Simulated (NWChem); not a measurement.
# Total energies of AgCl

SMILES: [Cl][Ag]
```xyz
2

Ag     0.0000     0.0000    -0.6112
Cl     0.0000     0.0000     1.6899
```
Charge 0, spin multiplicity 1.

Everything below was run with NWChem. The geometry was optimised at PBE0/def2-SVP with def2 effective core potentials on Ag, a minimum by its harmonic frequencies.

Basis set: def2-SVP (49 functions).

| method | total energy (Ha) |
|---|---|
| RHF | -605.48077 |
| MP2 | -605.85000 |
| B2PLYP | -606.67620 |
| PBE | -606.85964 |
| B3LYP | -607.10527 |
| CAM-B3LYP | -607.01575 |
| CCSD(T) | -605.86230 |

Total energies of different functionals aren't comparable as a measure of quality: only differences taken within one method are. 

Effective core potentials replace the inner electrons of Ag; spin-orbit coupling is left out. The correlated methods keep 9 core orbitals frozen. B3LYP has NWChem's definition, with VWN1-RPA local correlation. The structure started from a generated list of species. No row is a measurement; the coupled-cluster row has its own basis-set and correlation limits.
